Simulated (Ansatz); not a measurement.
A nudged elastic band was laid between two geometries of C3H5ClOSi (11 atoms, charge 0, multiplicity 1).

Theory: Ansatz, RKS CAM-B3LYP-D4/def2-SVP.

```
movable images  : 7
climbing image  : yes
spring          : 5.0 eV/Å²
optimiser       : quadratic models (default)
start path      : through a guess of the saddle point
force threshold : 0.03 eV/Å
iteration limit : 53
end points      : relaxed
```

First end point:

```xyz
11
Properties=species:S:1:pos:R:3
C 0.824 -1.769 -0.306
Si -0.591 -0.751 0.345
Cl -2.310 -1.250 -0.716
C -0.251 1.021 0.149
C -0.014 2.202 -0.001
O 0.277 3.452 -0.185
H 1.002 -1.543 -1.367
H 0.609 -2.844 -0.211
H 1.745 -1.544 0.254
H -0.877 -1.052 1.769
H -0.349 4.021 0.289
```

Last end point:

```xyz
11
Properties=species:S:1:pos:R:3
C 0.826 -1.767 -0.319
Si -0.524 -0.744 0.452
Cl -2.347 -1.325 -0.368
C -0.255 1.022 0.133
C -0.068 2.199 -0.101
O 0.167 3.443 -0.378
H 1.801 -1.499 0.115
H 0.869 -1.588 -1.403
H 0.648 -2.839 -0.150
H -0.630 -0.981 1.913
H -0.422 4.023 0.128
```

Question: Which bonds break or form, and what moves?

Answer: No bond is made or broken. The dihedral H9–C1–Si2–Cl3 goes from -179 to -58°. The two ends are copies of one structure, up to a mirror image or an exchange of like atoms.

Question: What energy profile does the band end with?

Answer: It converged. The highest image is number 4 of 0 to 8, 0.073 eV above the ends, which have the same energy within 2 meV. A vibrational analysis at the climbing image gives one clearly imaginary mode, 168i cm⁻¹: a first-order saddle point.

```csv
image,path coordinate (Å),energy (eV),dihedral H9–C1–Si2–Cl3 (°)
0,0.00,0.000,-179
1,0.45,0.009,-166
2,0.90,0.035,-150
3,1.34,0.061,-135
4,1.79,0.073,-118
5,2.24,0.062,-103
6,2.68,0.035,-87
7,3.13,0.010,-72
8,3.57,0.000,-58
```

Question: What is the geometry of the highest image?

Answer: 
```xyz
11
Properties=species:S:1:pos:R:3
C 0.836 -1.775 -0.315
Si -0.536 -0.742 0.433
Cl -2.352 -1.299 -0.422
C -0.257 1.026 0.133
C -0.060 2.204 -0.085
O 0.188 3.451 -0.342
H 1.588 -1.131 -0.792
H 0.430 -2.456 -1.076
H 1.335 -2.380 0.456
H -0.683 -0.980 1.890
H -0.423 4.027 0.141
```

Question: What are the harmonic wavenumbers there?

Answer: 168i, 75, 99, 112, 207, 275, 304, 466, 493, 531, 566, 714, 759, 767, 879, 890, 1213, 1274, 1284, 1438, 1441, 2270, 2366, 3067, 3164, 3171, 3805 cm⁻¹.

Run time: 5.7 min on 2 threads of Intel(R) Xeon(R) CPU @ 2.80GHz (Skylake/Cascade Lake), on a shared host, peak memory 0.37 GiB.
